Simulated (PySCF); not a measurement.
F2H2HfS2, SMILES [Hf]([F])([SH])([F])[SH], multiplicity 1.

The structure is a stationary point at PBE-D3(BJ)/def2-SVP. A frequency run showed that this geometry is not a minimum. The multiplicity is an assumed one; other spin states were not compared. The def2 effective core potentials stand for the cores of Hf; spin–orbit coupling is left out. Other conformers were not sampled.

Computed with PySCF 2.14.0 with PBE-D3(BJ)/def2-SVP.

Frequencies are harmonic and unscaled.

| mode | ν (cm⁻¹) | IR (km/mol) | moving atoms (share of kinetic energy) |
|---|---|---|---|
| 1 | 167i | 0.0 | H 94 % |
| 2 | 110i | 49.6 | H 97 % |
| 3 | 78 | 1.0 | S 81 %, Hf 13 % |
| 4 | 103 | 4.6 | F 39 %, S 36 %, Hf 22 % |
| 5 | 132 | 0.0 | F 71 %, S 27 % |
| 6 | 133 | 7.8 | F 70 %, S 16 %, Hf 11 % |
| 7 | 162 | 7.4 | F 92 % |
| 8 | 339 | 15.1 | S 77 %, H 13 %, Hf 10 % |
| 9 | 361 | 58.7 | S 72 %, Hf 24 % |
| 10 | 460 | 46.7 | H 93 % |
| 11 | 472 | 0.0 | H 84 %, S 14 % |
| 12 | 650 | 82.7 | F 87 %, Hf 13 % |
| 13 | 655 | 84.0 | F 91 % |
| 14 | 2598 | 8.6 | H 97 % |
| 15 | 2598 | 0.0 | H 97 % |
